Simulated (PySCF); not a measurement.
Ground-state electric properties of a mixed set of molecules.

All values: wB97X-D/def2-SVPD (PySCF) at PBE0-D3(BJ)/def2-SVP geometries, gas phase, one conformer each. Core orbitals are frozen in the response; Δα² is half the sum of the squared differences of the principal polarisabilities. Atoms past krypton carry effective core potentials. Dipoles and anisotropies that the point group forbids are given as zero.

Problem. Rank by HOMO energy, lowest first.
A. `F[C@@H]1C=CO[C@H]1OC(F)(F)F`
B. `C[N](C)[Ti]([I])([N](C)C)[N](C)C`
C. `O=C1CO[C@@H]1[C@H](F)C(F)(F)F`
D. `FC(F)(F)C(F)(F)F`
E. `O=C1[C@@H](CF)O[C@@H]1C(F)(F)F`
F. `O=C1[C@H](C(F)(F)F)O[C@@H]1CF`

Solution. D (-13.55 eV), F (-10.54 eV), E (-10.35 eV), C (-10.10 eV), A (-9.44 eV), B (-8.25 eV).

Problem. Rank by dipole moment, lowest first.
A. `[F:1][C@@H:2]1[CH:3]=[CH:4][O:5][C@H:6]1[O:7][C:8]([F:9])([F:10])[F:11]` with O5–C6–O7–C8 -73°, F1–C2–C3–C4 -109°, C3–C4–O5–C6 -7°, C4–O5–C6–O7 -104°, F1–C2–C6–O5 107°
B. `[O:1]=[C:2]1[C@@H:3]([CH2:4][F:5])[O:6][C@@H:7]1[C:8]([F:9])([F:10])[F:11]` with C2–C3–C4–F5 41°
C. `FC(F)(F)C(F)(F)F` (hexafluoroethane)
D. `C[N](C)[Ti]([I])([N](C)C)[N](C)C` (TiI(NMe2)3)
E. `[F:1]/[CH:2]=[CH:3]/[O:4]/[CH:5]=[C:6](\[F:7])[O:8][CH:9]([F:10])[F:11]` with C2–C3–O4–C5 177°, C3–O4–C5–C6 -176°, C5–C6–O8–C9 -114°, C6–O8–C9–F10 -167°
F. `[O:1]=[C:2]1[C@H:3]([C:4]([F:5])([F:6])[F:7])[O:8][C@@H:9]1[CH2:10][F:11]` with O8–C9–C10–F11 80°

Solution. C (0.00 D), E (0.46 D), F (1.42 D), A (1.94 D), B (2.74 D), D (4.45 D).

Problem. Rank by polarisability anisotropy Δα, highest first.
A. `[F:1]/[CH:2]=[CH:3]/[O:4]/[CH:5]=[C:6](/[F:7])[O:8][CH:9]([F:10])[F:11]` with C2–C3–O4–C5 177°, C3–O4–C5–C6 174°, C5–C6–O8–C9 109°, C6–O8–C9–F10 171°
B. `[O:1]=[C:2]([C@@H:3]1[O:4][CH2:5][C@H:6]1[F:7])[C:8]([F:9])([F:10])[F:11]` with O1–C2–C3–O4 -159°
C. `[O:1]=[C:2]1[C@@H:3]([CH2:4][F:5])[O:6][C@@H:7]1[C:8]([F:9])([F:10])[F:11]` with C2–C3–C4–F5 41°
D. `[F:1]/[CH:2]=[CH:3]/[O:4]/[CH:5]=[C:6](\[F:7])[O:8][CH:9]([F:10])[F:11]` with C2–C3–O4–C5 177°, C3–O4–C5–C6 -176°, C5–C6–O8–C9 -114°, C6–O8–C9–F10 -167°
E. `FC(F)(F)C(F)(F)F` (hexafluoroethane)

Solution. D (8.70 Å³), A (7.22 Å³), B (2.66 Å³), C (2.26 Å³), E (0.02 Å³).

All values together:

```tsv
SMILES	formula	μ (D)	HOMO (eV)	LUMO (eV)	α (Å³)	Δα (Å³)	electrons	α per electron (Å³)	ΔSCF removal energy (eV)
O=C1[C@@H](CF)O[C@@H]1C(F)(F)F	C5H4F4O2	2.74	-10.35	0.04	9.77	2.26	86	0.114	–
O=C1CO[C@@H]1[C@H](F)C(F)(F)F	C5H4F4O2	2.67	-10.10	0.33	9.74	2.29	86	0.113	–
C[N](C)[Ti]([I])([N](C)C)[N](C)C	C6H18IN3Ti	4.45	-8.25	0.72	27.02	0.17	150	0.180	–
O=C([C@@H]1OC[C@H]1F)C(F)(F)F	C5H4F4O2	2.49	-10.20	-0.41	9.71	2.66	86	0.113	–
F/C=C/O/C=C(\F)OC(F)F	C5H4F4O2	0.46	-8.41	1.82	11.58	8.70	86	0.135	–
O=C1[C@H](C(F)(F)F)O[C@@H]1CF	C5H4F4O2	1.42	-10.54	-0.19	9.77	2.33	86	0.114	–
F[C@@H]1C=CO[C@H]1OC(F)(F)F	C5H4F4O2	1.94	-9.44	1.32	9.92	2.49	86	0.115	–
F/C=C/O/C=C(/F)OC(F)F	C5H4F4O2	1.91	-8.37	1.82	11.44	7.22	86	0.133	–
FC(F)(F)C(F)(F)F	C2F6	0.00	-13.55	2.33	4.66	0.02	66	0.071	14.21
```

Conformers: `[O:1]=[C:2]1[C@@H:3]([CH2:4][F:5])[O:6][C@@H:7]1[C:8]([F:9])([F:10])[F:11]` with C2–C3–C4–F5 41°; `[O:1]=[C:2]1[CH2:3][O:4][C@@H:5]1[C@H:6]([F:7])[C:8]([F:9])([F:10])[F:11]` with O4–C5–C6–F7 -65°; `C[N](C)[Ti]([I])([N](C)C)[N](C)C` (singlet state); `[O:1]=[C:2]([C@@H:3]1[O:4][CH2:5][C@H:6]1[F:7])[C:8]([F:9])([F:10])[F:11]` with O1–C2–C3–O4 -159°; `[F:1]/[CH:2]=[CH:3]/[O:4]/[CH:5]=[C:6](\[F:7])[O:8][CH:9]([F:10])[F:11]` with C2–C3–O4–C5 177°, C3–O4–C5–C6 -176°, C5–C6–O8–C9 -114°, C6–O8–C9–F10 -167°; `[O:1]=[C:2]1[C@H:3]([C:4]([F:5])([F:6])[F:7])[O:8][C@@H:9]1[CH2:10][F:11]` with O8–C9–C10–F11 80°; `[F:1][C@@H:2]1[CH:3]=[CH:4][O:5][C@H:6]1[O:7][C:8]([F:9])([F:10])[F:11]` with O5–C6–O7–C8 -73°, F1–C2–C3–C4 -109°, C3–C4–O5–C6 -7°, C4–O5–C6–O7 -104°, F1–C2–C6–O5 107°; `[F:1]/[CH:2]=[CH:3]/[O:4]/[CH:5]=[C:6](/[F:7])[O:8][CH:9]([F:10])[F:11]` with C2–C3–O4–C5 177°, C3–O4–C5–C6 174°, C5–C6–O8–C9 109°, C6–O8–C9–F10 171°.

A dash marks a removal energy that wasn't run or isn't settled.

Problem. How closely does the mean polarisability follow the number of electrons in this set?

Solution. The correlation coefficient is 0.99; α per electron runs from 0.071 to 0.180 Å³.
